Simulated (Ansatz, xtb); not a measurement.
# A geometry optimisation of BH3O2Si2 with r2SCAN-D4/def2-SVP

The starting geometry of this gas-phase singlet was built from a drawn formula by distance geometry and a force field; its bonds are those of `O=[Si]1OB1[SiH3]`.

```xyz
8

B    -2.5466    1.9158   -0.0051
O    -4.5321    4.4140   -0.5426
O    -3.8206    1.6874    0.8991
Si   -3.8454    3.0557   -0.0446
Si   -0.7621    1.3892   -0.5929
H    -0.5250    1.8379   -1.9180
H    -0.6128   -0.0369   -0.5175
H     0.2128    2.0178    0.3039
```

Problem. Predict what it relaxes into with r2SCAN-D4/def2-SVP.

Solution. It keeps its bonds, and is `O=[Si]1OB1[SiH3]`. Distances that change by over a tenth: B1–O3 (1.58 → 1.33 Å), B1–Si4 (1.73 → 1.96 Å).

The energy falls by 1.63 eV over 11 steps:

| step | E − E(last) (eV) |
| --- | --- |
| 1 | 1.626 |
| 2 | 0.803 |
| 3 | 0.343 |
| 4 | 0.152 |
| 5 | 0.067 |
| 7 | 0.005 |
| 8 | 0.003 |
| 9 | 0.000 |
| 10 | 0.000 |
| 11 | 0.000 |

Final geometry (Å):

```xyz
8

B    -2.4934    2.0597   -0.1727
O    -5.1152    4.3123    0.0388
O    -3.6955    1.7436    0.2971
Si   -3.8252    3.4996   -0.1438
Si   -0.6650    1.2891   -0.5384
H    -0.3420    1.5221   -1.9773
H    -0.6174   -0.1708   -0.2284
H     0.3218    2.0254    0.3070
```

From the same start GFN2-xTB ends elsewhere, in pieces: BH3OSi + OSi.

No frequencies were run, so the end isn't proven a minimum. Run with Ansatz 0.2.0, 24 s on 1 thread of Intel(R) Xeon(R) 6975P-C (Granite Rapids) (shared host).
